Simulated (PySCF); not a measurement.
Ionisation energy of Se⁺ by level of theory

Se⁺ [Ar] 3d10 4s2 4p3 (4S) → Se²⁺ [Ar] 3d10 4s2 4p2 (3P), as a difference of total energies. All numbers are calculated (PySCF 2.14, the non-relativistic Hamiltonian (point nucleus), in 6-31G* (5s4p3d, 32 functions)). Correlated levels: valence: [Ar] 3d10 frozen. The calculations carry no spin-orbit coupling.

```csv
method,ionisation energy (eV)
UHF,20.889
PBE0,21.499
MP2 (valence),21.221
SCS-MP2 (valence),21.103
CCSD(T) (valence),21.163
```

**Question.** Estimate what LDA gives.

**Answer.** 21.574 eV, closest to PBE0 among the rows shown.

**Question.** Estimate what CCSD (valence) gives.

**Answer.** 21.160 eV, closest to CCSD(T) (valence) among the rows shown.

These non-relativistic numbers lack the scalar-relativistic shift.

The reference lies between the lowest fine-structure levels, while these numbers refer to the centres of the terms.

Errors of the correlated levels include the incompleteness of this basis and the frozen core.

For comparison: 21.196 ± 0.01 eV (measured; NIST Atomic Spectra Database, ionization energies).
